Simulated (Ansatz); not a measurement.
Ansatz (an electronic-structure program) input:

Ansatz 0.2 input:
```yaml
crystal:
  periodic: [false, false, false]
  atoms:
    - {symbol: Al, position_ang: [-0.00768335, 0.00249939, 0.00240473]}
    - {symbol: F, position_ang: [-0.17925628, 1.22771443, -1.03272497]}
    - {symbol: F, position_ang: [0.16386601, -1.22271594, 1.03753618]}
basis:
  gaussian:
    orbitals: def2-TZVP
hamiltonian:
  xc: b3lyp
  dispersion: d3bj
total_charge: 1
relax: {f_tol: 0.002, max_steps: 150}
```

What final total energy does it print?

-442.02447 Eh (B3LYP-D3(BJ)/def2-TZVP). The basis has 99 functions.
